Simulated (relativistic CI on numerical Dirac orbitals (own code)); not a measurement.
How well does a small relativistic CI reproduce Sc VIII?

Method of calculation: Dirac-Coulomb-Breit CI, separate exchange-only KLI orbitals for each configuration, QED by a radiative potential, valence Slater integrals scaled by 0.9, P86 correlation estimate, and configurations built on the next ion tied to the tabulated ionisation energy (semi-empirical) (own radial code, finite nucleus).

Configuration list (outside the closed core [Ne]): 3s2 3p2, 3s2 3p 3d, 3s2 3p 4s, 3s2 3p 4p, 3s2 3p 4d, 3s2 3p 5s, 3s2 3p 4f, 3s 3p3, 3p4, 3s2 3d2, 3s 3p2 3d, 3p2 3d2, 3p3 3d, 3s 3p 3d2, 3s2 3d 4s, 3s2 3d 4p, 3p3 4s, 3p3 4p, 3s 3p2 4s, 3s 3p 3d 4s, 3s 3p 3d 4p, 3s 3p2 4p, 3s2 4s2, 3s2 3p 5p. Levels of other configurations are missing.

| Configuration | Term (tabulated) | J | Measured (cm⁻¹) | Computed | Error | Purity (%) |
| --- | --- | --- | --- | --- | --- | --- |
| 3s2 3p2 | 3P | 0 | 0.0 | 0 | 0 | 96 |
| 3s2 3p2 | 3P | 1 | 2271.9 | 2266 | -6 | 97 |
| 3s2 3p2 | 3P | 2 | 5507.7 | 5485 | -23 | 95 |
| 3s2 3p2 | 1D | 2 | 25026.9 | 25082 | 55 | 95 |
| 3s2 3p2 | 1S | 0 | 54864.4 | 53860 | -1005 | 94 |
| 3s 3p3 | 3D° | 1 | 179962.3 | 180761 | 799 | 84 |
| 3s 3p3 | 3D° | 2 | 180032.7 | 180845 | 812 | 84 |
| 3s 3p3 | 3D° | 3 | 180503.6 | 181345 | 842 | 85 |
| 3s 3p3 | 3P° | 0 | 207690.9 | 207024 | -667 | 85 |
| 3s 3p3 | 3P° | 1 | 207761.0 | 207080 | -681 | 84 |
| 3s 3p3 | 3P° | 2 | 207814.4 | 207056 | -759 | 82 |
| 3s 3p3 | 3S° | 1 | 272417.4 | 272847 | 429 | 84 |
| 3s 3p3 | 1P° | 1 | 281522.1 | 281232 | -290 | 73 |
| 3s2 3p 3d | 3P° | 2 | 319569.0 | 308548 | -11021 | 75 |
| 3s2 3p 3d | 3P° | 1 | 322541.0 | 310538 | -12003 | 80 |
| 3s2 3p 3d | 3P° | 0 | 323673.0 | 311617 | -12056 | 84 |
| 3s2 3p 3d | 3D° | 1 | 329862.0 | 318720 | -11142 | 80 |
| 3s2 3p 3d | 3D° | 2 | 330716.0 | 319584 | -11132 | 80 |
| 3s2 3p 3d | 3D° | 3 | 331153.0 | 319982 | -11171 | 84 |
| 3s2 3p 3d | 1F° | 3 | 363462.0 | 350713 | -12749 | 97 |
| 3s2 3p 3d | 1P° | 1 | 372790.0 | 359511 | -13279 | 83 |
| 3s2 3p 4s | 3P° | 0 | 603533.0 | 589283 | -14250 | 96 |
| 3s2 3p 4s | 3P° | 1 | 604609.0 | 590399 | -14210 | 89 |
| 3s2 3p 4s | 3P° | 2 | 609174.0 | 594914 | -14260 | 96 |
| 3s2 3p 4s | 1P° | 1 | 614090.0 | 600370 | -13720 | 89 |

Measured levels from Sugar and Corliss, J. Phys. Chem. Ref. Data 9, 473 (1980); pairs were made by configuration, J and term (by order where the table uses no LS term), so strongly mixed levels may be paired wrongly.

Mean error by configuration (cm⁻¹): 3s2 3p2 -245; 3s 3p3 61; 3s2 3p 3d -11819; 3s2 3p 4s -14110. Over the excited levels the mean absolute error is 6557 cm⁻¹ (24 of the 25 excited levels that our extract of the source holds in range could be paired, and the others can miss by more), and the median relative error of those above 1,000 cm⁻¹ is 2 %.
